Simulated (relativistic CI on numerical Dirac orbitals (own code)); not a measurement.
**F IX: q coefficients**

Method of calculation: Dirac equation for one electron (own radial code, finite nucleus).

CI space: 1s, 2s, 2p. Levels of other configurations are missing.

With x = (α/α₀)² − 1 an excitation energy changes as ω = ω₀ + qx; K = 2q/ω₀ is the relative enhancement. Terms are leading LS components, so labels can repeat.

Lowest level 1s 2S_1/2.

| Level | ω₀ (cm⁻¹) | q (cm⁻¹) | K |
| --- | --- | --- | --- |
| 2p 2P°_1/2 | 6672949 | 6618 | 0.00198 |
| 2s 2S_1/2 | 6672949 | 6618 | 0.00198 |
| 2p 2P°_3/2 | 6675351 | 9027 | 0.0027 |
